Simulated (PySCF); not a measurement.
Computed spin Hamiltonian

Compound: C7H7 (doublet state).
SMILES with atom numbers: `[C:1]1=[CH:2][CH2:3][CH:4]=[CH:5][CH:6]=[CH:7]1` (hydrogens: H8 on C2; H9, H10 on C3; H11 on C4; H12 on C5; H13 on C6; H14 on C7)

Structure used (GFN2-xTB), in Å, numbered top down from 1:
```xyz
14
C7H7 angstrom
C      0.172   -1.609   -0.140
C     -0.989   -1.244    0.327
C     -1.492    0.097   -0.188
C     -0.596    1.069    0.516
C      0.755    1.115    0.409
C      1.614    0.244   -0.309
C      1.284   -1.051   -0.688
H     -1.559   -1.773    1.071
H     -1.369    0.161   -1.272
H     -2.538    0.261    0.067
H     -1.078    1.787    1.166
H      1.252    1.939    0.910
H      2.594    0.622   -0.570
H      1.949   -1.617   -1.323
```

The calculation used UKS B3LYP, pcH-1 on C H, non-relativistic, mean-field spin-orbit, GIAO (PySCF). The structure is a single GFN2-xTB conformer in the gas phase; no vibrational or solvent corrections. The geometry wasn't refined by DFT: couplings that depend on bond lengths, twists or pyramidal angles can differ widely from those at the functional's own minimum. Stability of the SCF solution: not tested. ⟨S²⟩ is 0.790 where a pure state has 0.75.

- g1, g2, g3: 2.00211, 2.00227, 2.00258
- g_iso: 2.00232
- Form of g: rhombic: the two nearest values differ by 35 % of g3 − g1
- ⟨S²⟩: 0.7896 (exact 0.7500)
- α and β electrons: 25, 24
- HOMO–LUMO gap, α and β orbitals: 4.70, 3.79 eV

Isotropic coupling and dipolar principal values T1 to T3, in 10⁻⁴ cm⁻¹; ρ(0) is the spin density at the nucleus (1 × 10⁻⁴ cm⁻¹ = 2.998 MHz):

| atom | isotope | a_iso | T1 | T2 | T3 | Mulliken spin population | ρ(0) (bohr⁻³) |
| --- | --- | --- | --- | --- | --- | --- | --- |
| C1 | 13C | 69.4 | -22.5 | -15.4 | 37.9 | 0.81 | 0.1850 |
| C2 | 13C | 6.1 | -7.4 | 2.1 | 5.4 | -0.16 | 0.0162 |
| C3 | 13C | 16.1 | -1.6 | -1.4 | 3.0 | 0.04 | 0.0430 |
| C4 | 13C | 4.3 | -6.2 | -5.4 | 11.7 | 0.22 | 0.0115 |
| C5 | 13C | -7.6 | -4.5 | 2.0 | 2.5 | -0.12 | -0.0203 |
| C6 | 13C | 20.0 | -9.3 | -8.1 | 17.4 | 0.36 | 0.0534 |
| C7 | 13C | -6.4 | -9.0 | 2.7 | 6.3 | -0.20 | -0.0171 |
| H8 | 1H | 20.4 | -1.6 | -1.1 | 2.8 | 0.03 | 0.0137 |
| H9 | 1H | 6.1 | -1.0 | -0.6 | 1.6 | 0.01 | 0.0041 |
| H10 | 1H | 4.9 | -1.1 | -0.3 | 1.4 | 0.01 | 0.0033 |
| H11 | 1H | -4.8 | -3.0 | -0.3 | 3.3 | -0.01 | -0.0032 |
| H12 | 1H | 4.8 | -0.9 | -0.1 | 1.0 | 0.01 | 0.0032 |
| H13 | 1H | -3.2 | -4.4 | -0.5 | 4.9 | -0.01 | -0.0021 |
| H14 | 1H | 16.0 | -1.9 | -0.8 | 2.7 | 0.02 | 0.0107 |

Largest spin populations (Mulliken): C1 (+0.81), C6 (+0.36), C4 (+0.22) and C7 (-0.20). Three atoms exceed +0.15. The positive populations add up to 1.50 and the negative ones to -0.50, together 2S = 1.

Axes: g1 points within 6° of the C4–C5 bond.

Under fast tumbling the dipolar parts average out, and these isotropic splittings remain: 1 × 1H (H8, I = 1/2, 2 lines) with 2.18 mT, 1 × 1H (H14, I = 1/2, 2 lines) with 1.71 mT, 2 × 1H (H9/H10, I = 1/2, 3 lines) with 0.59 mT, 1 × 1H (H11, I = 1/2, 2 lines) with 0.51 mT, 1 × 1H (H12, I = 1/2, 2 lines) with 0.51 mT and 1 × 1H (H13, I = 1/2, 2 lines) with 0.34 mT.

Nuclei that the bonding pattern makes equivalent are averaged, as if the motion that swaps them (rotation, inversion, ring flip) were fast.

The 13C coupling of C1 (207.9 MHz) shows only in satellite lines or after enrichment, since that isotope makes up about 1.07 % of natural carbon.

On one thread, x86-64 server, on a shared host, this took 38 s of wall time.
